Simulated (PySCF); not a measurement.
Two species compared at the same levels of theory.

First species: 3-methoxypyridine, C6H7NO.
SMILES: `COc1cccnc1`

Second species: C3H5NO.
Structure used (GFN2-xTB), in Å, numbered top down from 1:
```
atom  x, y, z in Å
C1    -1.6597    0.0906   -0.2798
N2    -0.2691    0.2885   -0.4839
C3     0.5825   -0.1741    0.3217
C4     2.0134    0.0619    0.0619
O5     2.9051   -0.3334    0.7645
H6    -2.1327    1.0727   -0.2300
H7    -1.9029   -0.4879    0.6208
H8    -2.0584   -0.4104   -1.1634
H9     0.3332   -0.7517    1.2214
H10    2.1975    0.6484   -0.8556
```

Levels: PBE0/def2-SVPD for dipole moment, HOMO energy, LUMO energy, HOMO–LUMO gap, static isotropic polarisability and electronic spatial extent ⟨r²⟩ about the centre of nuclear charge; TDDFT PBE0/def2-SVPD for lowest singlet excitation; TDA PBE0/def2-SVPD for lowest triplet excitation (Tamm–Dancoff); GFN2-xTB for rotational constant A and rotational constant C. Geometries: GFN2-xTB. Each structure is a single optimised conformer of the isolated species, non-relativistic unless stated. Electronic properties by PySCF.

Dipoles, sizes and rotational constants follow the conformer. The torsions of the flexible species, by atom-mapped SMILES:
- `[CH3:1][O:2][c:3]1[cH:4][cH:5][cH:6][n:7][cH:8]1`: C1–O2–C3–C4 180°
- `[CH3:1]/[N:2]=[CH:3]/[CH:4]=[O:5]`: N2–C3–C4–O5 180°

Values for the first species:

* Dipole moment: 1.79 D
* HOMO energy: -6.87 eV
* LUMO energy: -0.78 eV
* HOMO–LUMO gap: 6.09 eV
* Lowest singlet excitation: 4.84 eV
* Lowest triplet excitation (Tamm–Dancoff): 4.00 eV
* Static isotropic polarisability: 79.7 au
* Electronic spatial extent ⟨r²⟩ about the centre of nuclear charge: 943 bohr²
* Rotational constant A: 5.223 GHz
* Rotational constant C: 1.238 GHz

Q: Estimate the same properties for the second species, and the change in each.

A: 
```tsv
property	first	second	second less first
dipole moment	1.79 D	3.22 D	+1.43 D
HOMO energy	-6.87 eV	-7.66 eV	-0.79 eV
LUMO energy	-0.78 eV	-2.29 eV	-1.51 eV
HOMO–LUMO gap	6.09 eV	5.37 eV	-0.72 eV
lowest singlet excitation	4.84 eV	3.39 eV	-1.45 eV
lowest triplet excitation (Tamm–Dancoff)	4.00 eV	2.78 eV	-1.22 eV
static isotropic polarisability	79.7 au	51.2 au	-28.5 au
electronic spatial extent ⟨r²⟩ about the centre of nuclear charge	943 bohr²	531 bohr²	-412 bohr²
rotational constant A	5.223 GHz	37.310 GHz	+32.087 GHz
rotational constant C	1.238 GHz	2.233 GHz	+0.995 GHz
```

On the first: The polarisability is 11.82 Å³ as a volume (1 au = 0.148185 Å³), or 1.37 au for each of the 58 electrons. The 6 singlets span 4.84 to 7.02 eV, and their oscillator strengths add up to 0.55.

On the second: In atomic units the dipole is 1.27 e·bohr (1 au = 2.5417 D). No computed singlet falls in the visible range (750 to 380 nm, 1.65 to 3.26 eV); S1 lies 0.13 eV above its blue end.
